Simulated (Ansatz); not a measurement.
Gas-phase electronic energies from Ansatz, PBE0-D4/def2-TZVP geometries. CCSD(T)/CBS is the MP2 limit (def2-TZVPP, def2-QZVPP) plus CCSD(T) − MP2 in def2-TZVPP, frozen cores. This one scheme is used for every species. Functionals use def2-TZVPP. B3LYP here is the variant with VWN-RPA as its local correlation; programs differ in this. One conformer a species, not always the lowest.

Consider the hydrogenolysis of a C–F bond: `OC(F)([SiH3])[SiH3]` + H₂ → `OC([SiH3])[SiH3]` + H–F.

```
       level  ΔE (kcal/mol)
 LDA (SPW92)          -17.1
   r2SCAN-D4          -17.7
    B3LYP-D4          -18.6
     ωB97X-V          -18.6
      B2PLYP          -20.4
      r2SCAN          -17.8
   CAM-B3LYP          -18.8
MP2/def2-SVP          -19.2
```

Problem. What does CCSD(T)/CBS give? (Best estimate.)

Solution. Ansatz gave: -22.5 kcal/mol. The listed levels differ from it by 5.4, 4.8, 3.9, 3.9, 2.1, 4.7, 3.7, 3.3 kcal/mol.

Largest T1 diagnostic among the species: 0.013.

From PBE to PBE0 (25 % exact exchange), in def2-TZVPP and without D4, ΔE moves by −3.0 kcal/mol. Leaving LDA and LC-ωPBE aside and taking each functional with its dispersion term where it has one, the values, not all of them listed here, spread over 7.0 kcal/mol, from PBE-QIDH to BLYP-D4. LDA lies +1.1 kcal/mol from PBE without D4. At CCSD(T), def2-SVP lies +4.7 kcal/mol from the extrapolated value and def2-TZVPP +0.5 kcal/mol.

CCSD(T)/CBS has its own doubt, a few kJ/mol and more with outer-core shells, so smaller differences from it don't rank the levels.
